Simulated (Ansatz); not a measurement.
C$_{2}$H$_{7}$FO$_{2}$Si, SMILES `CO[SiH](F)OC`, charge 0, multiplicity 1.

(1) Give a relaxed structure at PBE0-D4/def2-TZVP (Ansatz 0.2.0). (An estimate is asked.)

Answers

(1) Ansatz gave: 
Z-matrix (Å, degrees):
```
C
O 1 1.411
H 1 1.094 2 111.1
H 1 1.091 2 108.0 3 119.2
H 1 1.096 2 111.7 3 -121.6
Si 2 1.615 1 125.1 3 69.9
O 6 1.615 2 105.8 1 -178.8
F 6 1.596 2 110.3 1 -59.4
H 6 1.479 2 112.6 1 57.9
C 7 1.411 6 125.1 2 179.0
H 10 1.091 7 108.0 6 170.6
H 10 1.096 7 111.7 6 51.4
H 10 1.094 7 111.0 6 -70.2
```
Point group Cs.
This is one stationary point; other conformers may exist.
